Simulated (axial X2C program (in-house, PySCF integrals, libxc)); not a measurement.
Correcting the dissociation energy of AlI for spin–orbit coupling

A spin-free CCSD(T) curve (one-electron X2C) was computed with an in-house all-electron X2C program for linear molecules (integrals from PySCF), basis I dyall-cv3z [11s12p8d4f1g], Al dyall-v3z [8s8p2d1f] (cores contracted in-house), for the state M_S = 0, Λ = 0 (closed shell). It gives D0 = 3.780 eV to I + Al, which in a spin-free picture are the weighted means of the ground terms.

Correlated methods: 10 electrons correlated (number of frozen shells: I 4 s, 3 p, 2 d; Al 2 s, 1 p), 218 virtual spin orbitals or spinors in MP2, 90 natural virtuals in coupled cluster.

Measured levels of the ground terms (NIST Handbook of Basic Atomic Spectroscopic Data), in cm⁻¹: I 2P: J = 3/2 at 0, J = 1/2 at 7603.1; Al 2P: J = 1/2 at 0, J = 3/2 at 112.1.

The molecular state has Λ = 0, so it has no first-order lowering.

Problem. How far does each ground level lie under the (2J+1)-weighted mean of its term?

Solution. I: (4 × 0 + 2 × 7603.1)/6 = 2534 cm⁻¹; Al: (2 × 0 + 4 × 112.1)/6 = 75 cm⁻¹.

Problem. Correct D0.

Solution. D0 = 3.780 + (0 − 2609)/8065.5 = 3.457 eV at CCSD(T) with these spin–orbit terms. The direct two-component run gives 3.489 eV; the difference holds second-order terms in the molecule, scalar two-electron terms, the gap between measured and computed atomic splittings (a 2c atom can miss part of its lowering) and, in coupled cluster, the truncation of each run.

Second-order spin–orbit effects in the molecule, which grow quickly with Z, are left out. The state is a single determinant with fixed occupations, the lowest that a limited PBE0 search found. De is counted from the lowest determinant-based energies of the atoms at the same level, without counterpoise correction. CCSD and (T) use frozen natural virtuals with an MP2 correction for the truncation; (T) itself is uncorrected, so its De runs slightly low.
